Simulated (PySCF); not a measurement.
**[Dy(H2O)5]3+ at several levels of theory**

Computed with PySCF 2.14.0 (density fitting, no spin-orbit coupling) at the geometry relaxed with PBE:

```xyz
16
[Dy(H2O)5]3+ (singlet in the valence; each metal's 4f electrons, 9 of them, lie in its core potential, out of spins and levels)
Dy   -0.0432    0.0000    0.0000
O    -0.4269    0.0454    2.3020
H    -0.5609    0.8358    2.8825
H    -0.5166   -0.7173    2.9266
O    -0.4269   -0.0453   -2.3020
H    -0.5610   -0.8358   -2.8825
H    -0.5165    0.7173   -2.9266
O     2.2543   -0.0001    0.0000
H     2.8667   -0.0128   -0.7803
H     2.8667    0.0126    0.7803
O    -0.8253    2.1938   -0.0378
H    -0.2989    3.0335   -0.0297
H    -1.7642    2.5094   -0.0693
O    -0.8255   -2.1937    0.0378
H    -1.7644   -2.5093    0.0693
H    -0.2991   -3.0335    0.0297
```

```tsv
level	basis	state	HOMO (eV)	gap (eV)	charge on Dy1 (e)	population of f-type functions on Dy1 (polarisation alone where 4f lies in the core)	dipole about the centre of mass (D)	largest force component (eV/Å)
PBE	Dy lcecp-1-SVP with ECP55, O def2-SVP, H def2-SVP	singlet	-21.37	6.56	1.34	0.05	0.04	0.01
PBE	Dy lcecp-1-TZVP with ECP55, O def2-TZVP, H def2-TZVP	singlet	-21.44	6.63	1.90	0.07	0.07	0.33
```

In the lcecp rows the 4f levels are missing from HOMO and gap, and the state counts the valence alone.

Charges are Mulliken's, which hang on the basis. The relaxation used the grid (50, 194), these runs (75, 302) or, all-electron (x2c bases, spin-free X2C Hamiltonian), (99, 590).

Question: Order these levels, in the first row's basis, by the HOMO–LUMO gap they give here, smallest first.
A. BP86
B. B3LYP
C. PBE0
D. revPBE

Answer: A (6.56 eV), D (6.62 eV), B (8.87 eV), C (9.44 eV).

Question: And their other results?

Answer: 
```tsv
level	state	HOMO (eV)	gap (eV)	charge on Dy1 (e)	population of f-type functions on Dy1 (polarisation alone where 4f lies in the core)	dipole about the centre of mass (D)	largest force component (eV/Å)
PBE0	singlet	-23.27	9.44	1.55	0.05	0.03	0.52
revPBE	singlet	-21.32	6.62	1.38	0.05	0.04	0.17
B3LYP	singlet	-22.94	8.87	1.48	0.05	0.04	0.43
BP86	singlet	-21.48	6.56	1.36	0.05	0.04	0.06
```

In the first row's basis the gap widens with exact exchange: 6.6 eV for BP86, PBE, revPBE (none); 8.9 to 9.4 eV for B3LYP, PBE0 (a fixed share).

An lcecp potential fixes the number of 4f electrons, so in runs with it no electron can move into or out of that shell.
